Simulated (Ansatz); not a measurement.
`O=CBCl`, 6 atoms. Charge 0, multiplicity 1. All runs use 2 threads of an Intel Xeon Platinum 8375C on a shared host. Correlated methods freeze the cores. Open-shell runs search over several starts.

Task: How many basis functions does each run have, and how long does it take in Ansatz? RKS ωB97M-V/def2-QZVPP energy; UHF-MP2/def2-QZVPP energy of the cation; RHF-MP2/def2-QZVPP energy; RKS ωB97M-V/def2-SVP energy; UKS B2PLYP (frozen core)/def2-TZVPP energy of the cation; UKS B3LYP-D4/def2-TZVPP energy of the cation; RKS B2PLYP (frozen core)/def2-TZVPP energy; UKS ωB97X-V/def2-TZVPP energy of the cation; UKS ωB97M-V/def2-TZVPP energy of the cation; UKS PBE-D4/def2-TZVPP energy of the cation; UKS PBE0-D4/def2-TZVPP energy of the cation; UHF-CCSD(T)/def2-TZVPP energy of the cation. (Best estimate.)

Result: Ansatz gave: Other jobs shared the machine, so times are rough.

```csv
level,job,functions,wall time,peak host memory (GiB)
UKS PBE-D4/def2-TZVPP,energy of the cation,163,2.2 s,0.32
RKS ωB97M-V/def2-SVP,energy,70,2.5 s,0.32
UKS PBE0-D4/def2-TZVPP,energy of the cation,163,2.6 s,0.39
RKS B2PLYP (frozen core)/def2-TZVPP,energy,163,2.7 s,0.32
UKS B3LYP-D4/def2-TZVPP,energy of the cation,163,2.8 s,0.39
UKS B2PLYP (frozen core)/def2-TZVPP,energy of the cation,163,5.5 s,0.45
UKS ωB97X-V/def2-TZVPP,energy of the cation,163,7.5 s,0.51
RHF-MP2/def2-QZVPP,energy,301,7.5 s,0.99
UKS ωB97M-V/def2-TZVPP,energy of the cation,163,8 s,0.54
RKS ωB97M-V/def2-QZVPP,energy,301,8.5 s,0.95
UHF-MP2/def2-QZVPP,energy of the cation,301,17 s,1.1
UHF-CCSD(T)/def2-TZVPP,energy of the cation,163,59 s,3.1
```

B3LYP here is the variant with VWN-RPA as its local correlation; programs differ in this.
